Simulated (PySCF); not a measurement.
Predicted microwave data (PBE0/pcSseg-1 in PySCF (dipole) on a GFN2-xTB geometry, gas phase) for one isomer of C3H13N3Si3:

- Rotational constants: A = 1441, B = 507.9, C = 415.9 MHz
- Dipole components: |μa| = 2.14 D, |μb| = 2.54 D, |μc| = 1.94 D
- Inertial defect: -130.52 u·Å²
- κ: -0.82

Question: Which candidate fits, each taken in the one conformer that was computed?
A. `[CH3:1][NH:2][Si@H:3]([CH2:4][SiH2:5][C:6]#[N:7])[SiH2:8][NH2:9]` with C1–N2–Si3–C4 179°, N2–Si3–C4–Si5 43°, Si3–C4–Si5–C6 -71°, N2–Si3–Si8–N9 -167°, Si3–Si8–N9–H -65° and 71°
B. `[CH2:1]1[CH2:2][CH:3]1[N:4]1[SiH2:5][NH:6][SiH2:7][NH:8][SiH2:9]1` with C2–C3–N4–Si5 -16°, C1–C2–C3–N4 111°, C3–N4–Si5–N6 -158°, N4–Si5–N6–Si7 -39°, Si5–N6–Si7–N8 19°
C. `[CH2:1]1[CH2:2][CH:3]1[SiH:4]1[NH:5][SiH2:6][NH:7][SiH2:8][NH:9]1` with C2–C3–Si4–N5 -20°, C1–C2–C3–Si4 108°, C3–Si4–N5–Si6 150°, Si4–N5–Si6–N7 1°, N5–Si6–N7–Si8 -35°

Answer: A. It is CN[Si@H](C[SiH2]C#N)[SiH2]N, an asymmetric top, point group C1. The candidates at the same level (rigid rotor, commonest isotopes):

```csv
SMILES,A (MHz),B (MHz),C (MHz),μa (D),μb (D),μc (D),Δ (u·Å²),point group,rotor
C1CC1[SiH]1N[SiH2]N[SiH2]N1,1820,674.6,541.3,0.55,0.10,0.45,-93.17,C1,asymmetric top
CN[Si@H](C[SiH2]C#N)[SiH2]N,1441,507.9,415.9,2.14,2.54,1.94,-130.52,C1,asymmetric top
C1CC1N1[SiH2]N[SiH2]N[SiH2]1,1967,717.4,567.7,0.22,0.04,0.11,-71.21,C1,asymmetric top
```

`C1CC1[SiH]1N[SiH2]N[SiH2]N1` has B 33 % too high; `C1CC1N1[SiH2]N[SiH2]N[SiH2]1` has B 41 % too high. No structure here is proved a minimum.
